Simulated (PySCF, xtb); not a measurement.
C3H6FNSi, SMILES C#C[C@H](N)[SiH2]F. Other conformers were not sampled.

Harmonic wavenumbers (cm⁻¹) from GFN2-xTB run with xtb 6.7.1 at its own minimum, in rising order: 51, 109, 162, 201, 252, 283, 372, 454, 528, 565, 609, 672, 703, 711, 755, 802, 942, 953, 1086, 1118, 1164, 1304, 1546, 2281, 2337, 2373, 2875, 3389, 3396, 3423.

Problem. What does PySCF 2.14.0 with ωB97X-D3(BJ)/def2-SVP give at its own minimum? (The exact figures need the calculation; the answer reports its results.)

Solution. 80, 96, 184, 219, 255, 312, 445, 514, 623, 706, 738, 759, 768, 859, 892, 916, 957, 974, 1129, 1192, 1198, 1384, 1638, 2258, 2286, 2294, 3081, 3484, 3538, 3626. Paired by order, the mean absolute difference is 77 cm⁻¹ and the zero-point energies are 50.6 and 53.5 kcal/mol.
